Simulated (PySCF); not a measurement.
F3In, triplet, geometry from GFN2-xTB (such geometries of metal compounds can be far from the true shape) (a higher spin typed on purpose: for a closed-shell molecule this is an excited state) (core potentials on In); PBE0/def2-SVP run with PySCF.

PySCF was given this input:
```python
from pyscf import gto, scf, dft

mol = gto.Mole()
mol.atom = '''
    In   -0.00000000   -0.00000000   -0.00000000
    F    -1.99079778   -1.21099599    0.03539377
    F     0.01794243    2.18957193   -0.79780488
    F     1.97285535   -0.97857595    0.76241111
'''
mol.basis = 'def2-svp'
mol.ecp = {'In': 'def2-svp'}
mol.spin = 2
mol.verbose = 5
mol.build()

mf = dft.UKS(mol)
mf.xc = 'pbe0'
mf.kernel()
mo_i, mo_e, stable_i, stable_e = mf.stability(internal=True, external=False, return_status=True, nroots=6, tol=1e-6)
print('internally stable:', stable_i, ' externally stable:', stable_e)
if not stable_i:
    umf = mf.copy()
    umf.scf_summary = {}
    umf.kernel(umf.make_rdm1(mo_i, mf.mo_occ))
```

Output, abridged:

```
PySCF version 2.14.0

[INPUT] verbose = 5
[INPUT] max_memory = 4000
[INPUT] num. atoms = 4
[INPUT] num. electrons = 48
[INPUT] charge = 0
[INPUT] spin (= nelec alpha-beta = 2S) = 2
[INPUT] symmetry False subgroup None
[INPUT] Mole.unit = angstrom
[INPUT] Symbol           X                Y                Z      unit          X                Y                Z       unit  Magmom
[...]
[INPUT] ---------------- BASIS SET ----------------
[INPUT] l, kappa, [nprim/nctr], expnt,             c_1 c_2 ...
[INPUT] F
[...]
                                435.4193912       -0.039904258866
                                98.843328866      -0.17912768038
                                27.485198001      -0.46758090825
                                8.5405498171      -0.4465313102
[...]
                                4.9872339257      -0.23754317067
                                1.3491613954      -0.51287353587
[...]
[INPUT] In
[...]
                                23.324282101      -0.090887432418
                                16.868026844      0.28096825177
                                6.7866498137      -0.70697832452
                                1.6782596016      0.98671644913
                                0.78396870439     0.62568576302
[...]
                                0.83753492534     -0.59696724334
[...]
                                8.8709038051      -0.324370293
                                1.1342905889      0.61162217018
                                0.52667652433     0.17609640386
[...]
                                18.290046326      -0.011208558948
                                3.255189459       0.30384519161
                                1.3874842584      0.54078109979
                                0.54248962672     0.38232680038
[...]
nuclear repulsion = 160.605684544043
number of shells = 28
number of NR pGTOs = 133
number of NR cGTOs = 68
basis = def2-svp
ecp = {'In': 'def2-svp'}

******** <class 'pyscf.dft.uks.UKS'> ********
method = UKS
initial guess = minao
damping factor = 0
level_shift factor = 0
DIIS = <class 'pyscf.scf.diis.CDIIS'>
diis_start_cycle = 1
diis_space = 8
diis_damp = 0
SCF conv_tol = 1e-09
SCF conv_tol_grad = None
SCF max_cycles = 50
direct_scf = True
direct_scf_tol = 1e-13
number electrons alpha = 25  beta = 23
XC library pyscf.dft.libxc version 7.1.2
    S. Lehtola, C. Steigemann, M. J. T. Oliveira, and M. A. L. Marques,  SoftwareX 7, 1–5 (2018)
XC functionals = pbe0
    C. Adamo and V. Barone,  J. Chem. Phys. 110, 6158 (1999)
    M. Ernzerhof and G. E. Scuseria,  J. Chem. Phys. 110, 5029 (1999)
radial grids:
    Treutler-Ahlrichs [JCP 102, 346 (1995); DOI:10.1063/1.469408] (M4) radial grids

becke partition: Becke, JCP 88, 2547 (1988); DOI:10.1063/1.454033
pruning grids: <function nwchem_prune>
grids dens level: 3
symmetrized grids: False
atomic radii adjust function: <function treutler_atomic_radii_adjust>
small_rho_cutoff = 0
Set gradient conv threshold to 3.16228e-05
Density of valence part of ANO basis will be used as initial guess for In
atom In rad-grids = 95, ang-grids = [ 50  50  50  50  50  50  50  50  50  50  50  50  50  50  50  50  50  50
  50  50  50  50  50  50  50  50  50  50  50  50  86  86  86  86  86  86
  86  86  86  86  86  86  86  86  86  86 350 350 350 350 350 350 350 350
 350 350 350 434 434 434 434 434 434 434 434 434 434 434 434 434 434 434
 434 434 434 434 434 434 434 350 350 350 350 350 350 350 350 350 350 350
 350 350 350 350 350]
atom F rad-grids = 75, ang-grids = [ 50  50  50  50  50  50  50  50  50  50  50  50  50  50  50  50  50  50
  50  50  50  50  86  86  86  86  86  86  86  86  86 266 266 266 266 266
 266 302 302 302 302 302 302 302 302 302 302 302 302 302 302 302 302 302
 302 302 266 266 266 266 266 266 266 266 266 266 266 266 266 266 266 266
 266 266 266]
tot_boxes 2310, boxes in each direction [13 12  9]
Padding 4 grids
tot grids = 64664
nelec by numeric integration = [23.32028375 23.32028375]
[...]
converged SCF energy = -488.995350581474  <S^2> = 2.013497  2S+1 = 3.0089845
<class 'pyscf.dft.uks.UKS'> wavefunction has an internal instability
internally stable: False  externally stable: None
[...]
 -3.16978280e+00 -3.16576833e+00 -3.16561847e+00 -1.11481529e+00
 -1.09105089e+00 -1.09036517e+00 -8.36354681e-01 -8.35775909e-01
 -8.35683007e-01 -8.31450995e-01 -8.30422719e-01 -4.46451200e-01
 -4.10881600e-01 -3.87639369e-01 -3.86017912e-01 -3.85682087e-01
 -3.84198552e-01 -3.79607744e-01 -3.36865217e-01 -2.91443711e-01
 -1.76225200e-01 -6.67517567e-02  4.78903755e-03  8.68837208e-03
  1.49690203e-01  1.72252351e-01  1.97836160e-01  2.00732171e-01
  3.38247478e-01  3.38719490e-01  3.80501223e-01  4.43437321e-01
  4.46978606e-01  1.17248435e+00  1.19888612e+00  1.21360142e+00
  1.23032829e+00  1.23317763e+00  1.23734024e+00  1.23851735e+00
  1.28261280e+00  1.28356350e+00  1.43796254e+00  1.59526972e+00
  1.61219730e+00  3.10218411e+00  3.10233508e+00  3.10414150e+00
  3.10448449e+00  3.12100675e+00  3.12275264e+00  3.12328353e+00
  3.12334923e+00  3.12597549e+00  3.12927730e+00  3.13181506e+00
  3.13806840e+00  3.14136815e+00  3.18577920e+00  3.19642939e+00
  1.58188398e+01  1.64017986e+01  1.64018103e+01  6.10962922e+01]
multiplicity <S^2> = 2.0212409  2S+1 = 3.0141273
nelec by numeric integration = [25.00001373 23.0000101 ]
E1 = -1073.959312647248  E2 = 424.3536023423029  Ecoul = 472.0597087403927  Exc = -47.70610639808979
cycle= 49 E= -489.000025760902  delta_E= -6.94e-08  |g|= 4.73e-05  |ddm|= 0.00173
  alpha mo_energy =
[-2.47913475e+01 -2.47609566e+01 -2.47607441e+01 -4.77574626e+00
 -3.17321012e+00 -3.16798214e+00 -3.16792638e+00 -1.16802143e+00
 -1.13930804e+00 -1.13885816e+00 -8.42202394e-01 -8.40432560e-01
 -8.40411673e-01 -8.36346470e-01 -8.35707126e-01 -4.99666347e-01
 -4.75027059e-01 -4.65949519e-01 -4.60606895e-01 -4.29346513e-01
 -4.04142725e-01 -4.03219809e-01 -4.01407678e-01 -4.00817834e-01
 -2.97284153e-01 -8.85368034e-02 -1.61187727e-02 -1.35142630e-02
  1.40010872e-01  1.59947016e-01  1.84963372e-01  1.85975858e-01
  3.25101963e-01  3.25869267e-01  3.63280366e-01  4.31053634e-01
  4.32783849e-01  1.13938628e+00  1.17099911e+00  1.19650318e+00
  1.19912197e+00  1.20230717e+00  1.22308305e+00  1.22697110e+00
  1.24725291e+00  1.27114183e+00  1.40517485e+00  1.56634294e+00
  1.57500986e+00  3.05090749e+00  3.05347269e+00  3.05800453e+00
  3.07908926e+00  3.08184867e+00  3.08429130e+00  3.09102658e+00
  3.09242398e+00  3.09317694e+00  3.11486520e+00  3.11692648e+00
  3.11723317e+00  3.11767946e+00  3.13864038e+00  3.14344040e+00
  1.58127299e+01  1.63975192e+01  1.63977981e+01  6.10944295e+01]
  beta  mo_energy =
[-2.47719056e+01 -2.47433937e+01 -2.47432024e+01 -4.77245458e+00
 -3.16978304e+00 -3.16576837e+00 -3.16561955e+00 -1.11484634e+00
 -1.09101336e+00 -1.09037774e+00 -8.36354629e-01 -8.35775379e-01
 -8.35683528e-01 -8.31451508e-01 -8.30423013e-01 -4.46472306e-01
 -4.10915248e-01 -3.87621066e-01 -3.85925827e-01 -3.85745237e-01
 -3.84191152e-01 -3.79617515e-01 -3.36877903e-01 -2.91443991e-01
 -1.76220575e-01 -6.67523488e-02  4.78562481e-03  8.69054572e-03
  1.49689210e-01  1.72251893e-01  1.97835896e-01  2.00731532e-01
  3.38247940e-01  3.38718722e-01  3.80501069e-01  4.43436369e-01
  4.46978550e-01  1.17248190e+00  1.19886726e+00  1.21357481e+00
  1.23032856e+00  1.23319054e+00  1.23734802e+00  1.23852936e+00
  1.28262410e+00  1.28355022e+00  1.43795863e+00  1.59526170e+00
  1.61220609e+00  3.10215725e+00  3.10229641e+00  3.10411158e+00
  3.10445749e+00  3.12100330e+00  3.12278889e+00  3.12327777e+00
  3.12335713e+00  3.12597862e+00  3.12928746e+00  3.13182455e+00
  3.13808025e+00  3.14137315e+00  3.18578295e+00  3.19643813e+00
  1.58188388e+01  1.64017987e+01  1.64018078e+01  6.10962902e+01]
multiplicity <S^2> = 2.0212468  2S+1 = 3.0141312
nelec by numeric integration = [25.00001373 23.00001009]
E1 = -1073.959371596889  E2 = 424.353661204367  Ecoul = 472.0597794508111  Exc = -47.70611824644416
cycle= 50 E= -489.000025848479  delta_E= -8.76e-08  |g|= 3e-05  |ddm|= 0.00314
SCF not converged.
SCF energy = -489.000025848479 after 50 cycles  <S^2> = 2.0212468  2S+1 = 3.0141312
```

Convergence was not reached.
